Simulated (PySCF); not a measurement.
## Sc (scandium, neutral) across methods

[Ar] 4s2 5s1, 2S determinant (an excited configuration). Computed with PySCF 2.14 in aug-cc-pVTZ with one added diffuse shell each of s, p, d, f, g type (9s8p6d4f3g, 118 functions), with no relativity, point nucleus.

| method | E (hartree) | mean ε 4s α (eV) | mean ε 4s β (eV) | mean ε 5s α (eV) | Σ⟨r²⟩ (bohr²) | ⟨S²⟩ |
| --- | --- | --- | --- | --- | --- | --- |
| M06 | -760.375 | -8.483 | -8.474 | -1.711 | 115.0 | 0.750 |
| PBE | -760.155 | -7.952 | -7.891 | -1.565 | 122.2 | 0.750 |
| PBEsol | -759.252 | -7.956 | -7.900 | -1.547 | 121.6 | 0.750 |
| r2SCAN0 | -760.334 | -8.684 | -8.632 | -1.759 | 123.0 | 0.751 |
| PBE0 | -760.201 | -8.696 | -8.619 | -1.802 | 124.4 | 0.750 |
| r2SCAN | -760.328 | -7.986 | -7.979 | -1.538 | 122.8 | 0.751 |
| UHF | -759.54301 | -10.207 | -10.054 | -2.215 | 139.3 | 0.750 |

Task: Estimate the same row for LDA.

Result: E (hartree) = -758.434; mean ε 4s α (eV) = -8.094; mean ε 4s β (eV) = -8.029; mean ε 5s α (eV) = -1.536; Σ⟨r²⟩ (bohr²) = 120.8; ⟨S²⟩ = 0.750.

The outer electron is Rydberg-like, and this basis confines it to a smaller radius and binds it less than a complete one would.
